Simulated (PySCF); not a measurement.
Molecule: SMILES O=C1C[C@@H]2CC[C@H]1C2, C₇H₁₀O.

Bonds (- single, = double, # triple, : aromatic): O1=C2, C2-C3, C3-C4, C4-C5, C5-C6, C6-C7, C7-C8, C7-C2, C8-C4. C3 carries H9, H10; C4 carries H11; C5 carries H12, H13; C6 carries H14, H15; C7 carries H16; C8 carries H17, H18. Stereochemistry as in O=C1C[C@@H]2CC[C@H]1C2. H13, H14 are cis to C2 on the ring; H10, H17 are cis to C5 on the ring; H12, H15 are trans to C2 on the ring; H9, H18 are trans to C5 on the ring.

Frames of a GFN2-xTB Langevin trajectory at 600 K; GIAO PBE0/pcSseg-1 shieldings in PySCF, gas phase, non-relativistic; equivalent atoms averaged within each frame.

Scale: 17O (336.08 ppm) against H2O; TMS for 13C (186.93 ppm), 1H (31.72 ppm) (reference shieldings calculated alike). The references are static minima.

**Question.** How do the shifts (ppm) fluctuate along the trajectory?

**Answer.** 
```csv
time (fs),O1,C2,C4,C3,C7,C8,C5,C6,H11,H9
optimised geometry,632.9,219.8,38.3,47.5,52.6,39.1,30.6,27.1,2.45,2.10
250,673.2,225.6,56.9,54.8,54.4,45.5,36.2,36.1,4.51,4.15
425,588.3,210.2,47.2,49.7,50.7,30.6,32.2,37.9,2.71,1.72
625,610.2,227.6,37.8,46.0,46.4,47.7,24.9,26.7,3.36,3.01
800,618.0,217.6,43.3,42.7,59.1,47.9,33.4,27.2,2.79,2.52
1000,635.4,224.2,39.8,43.8,63.0,41.2,31.1,30.5,1.63,3.27
mean of frames,625.0,221.0,45.0,47.4,54.7,42.6,31.6,31.7,3.00,2.93
standard deviation,31.8,7.1,7.6,4.9,6.6,7.2,4.2,5.1,1.05,0.90
```

5 frames give an uncertainty of the mean of about the standard deviation over 2.2 at best, since frames this close in time may not be independent; classical motion lacks zero-point vibration, and the reference would need the same averaging.
